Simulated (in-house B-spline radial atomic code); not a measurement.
Inner-shell binding energies (edges) and X-ray emission energies of free atoms and ions, as differences of relaxed hole-state energies with first-order Breit, QED and recoil terms, without correlation or multiplet splittings, in NIST's listed ground configurations. For neutral atoms such line energies lie within some 1 to 5 eV of tabulated X-ray lines (up to 20 eV for the heaviest). K = 1s, L1 = 2s, M5 = 3d5/2. A dash marks a subshell that is part filled or wasn't run, or a line left out. Computed with a B-spline radial code for spherical atoms: Dirac-Hartree-Fock, average of the configuration, finite nuclei.

```
 ion      configuration  K edge (eV)  L1 edge (eV)  M5 edge (eV)
Sb5+          [Kr] 4d10      30560.6       4774.71        597.12
 I5+      [Kr] 4d10 5s2      33240.7       5266.67        690.94
Xe5+  [Kr] 4d10 5s2 5p1        34630       5524.55        741.54
Cs5+  [Kr] 4d10 5s2 5p2      36051.8       5789.73        793.76
Ba5+  [Kr] 4d10 5s2 5p3      37506.2       6062.29        847.61
Hf5+          [Xe] 4f13      65417.7       11356.7       1741.14
Ta5+          [Xe] 4f14      67479.2         11757       1803.57
 W5+      [Xe] 4f14 5d1      69592.3       12178.6             -
```
